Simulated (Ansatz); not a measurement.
`[NH2][GeH]([OH])[F]` + H–F → `[OH][GeH]([F])[F]` + NH₃ at 600 K and 1 bar (ligand exchange at a Ge–N bond).

Program: Ansatz. Geometries: PBE0-D4/def2-TZVP. ΔE: electronic, gas phase. CBS: MP2 limit from def2 TZ/QZ plus the TZ coupled-cluster correction, frozen cores. This one scheme is used for every species. For Ge outer-core shells are correlated without core-valence functions, which leaves a few kJ/mol of doubt a bond. Scalar relativity is left out up to krypton. Each species was taken in one conformer, which may not be the lowest.

```tsv
species	CCSD(T)/CBS energy (Eh)	H − E (kJ/mol)	S (J/(mol·K))
`[NH2][GeH]([OH])[F]`	-2308.27492	185.6	407.1
H–F	-100.39570	42.3	194.0
`[OH][GeH]([F])[F]`	-2352.17909	115.3	379.6
NH₃	-56.50880	112.4	219.5
```

H − E and S are ideal-gas, rigid-rotor, harmonic terms from PBE0-D4/def2-TZVP, for one conformer and one mirror image of each species. 1 Eh = 2625.50 kJ/mol, R = 8.31446 J/(mol·K).

**Question.** By hand: ΔE, ΔH, ΔS and ΔG.

**Answer.** ΔE = (-2352.17909) + (-56.50880) − (-2308.27492) − (-100.39570) = -0.01727 Eh = -45.3 kJ/mol. Δ(H − E) = 115.3 + 112.4 − 185.6 − 42.3 = -0.2, so ΔH = -45.5 kJ/mol. ΔS = 379.6 + 219.5 − 407.1 − 194.0 = -2.0 J/(mol·K). ΔG = -45.5 − 600 × (-2.0)/1000 = -44.3 kJ/mol.

**Question.** By hand: the equilibrium constant, and the temperature at which ΔG would vanish if ΔH and ΔS stayed fixed.

**Answer.** log₁₀ K = −ΔG/(RT ln 10) = 3.9. ΔG = 0 at ΔH/ΔS = 22750 K, far beyond where these terms or the molecules hold.

The number of gas molecules stays the same, so ΔS is small and ΔH decides. A doubt of 5 kJ/mol in ΔE shifts log₁₀ K by 0.4 here. Other conformers and mirror images would add mixing entropy, several J/(mol·K) or more a flexible species. These are equilibria of isolated gas molecules and say nothing of rates. Largest T1 diagnostic: 0.012 (customary marks: 0.02 for closed shells, 0.045 for open ones).
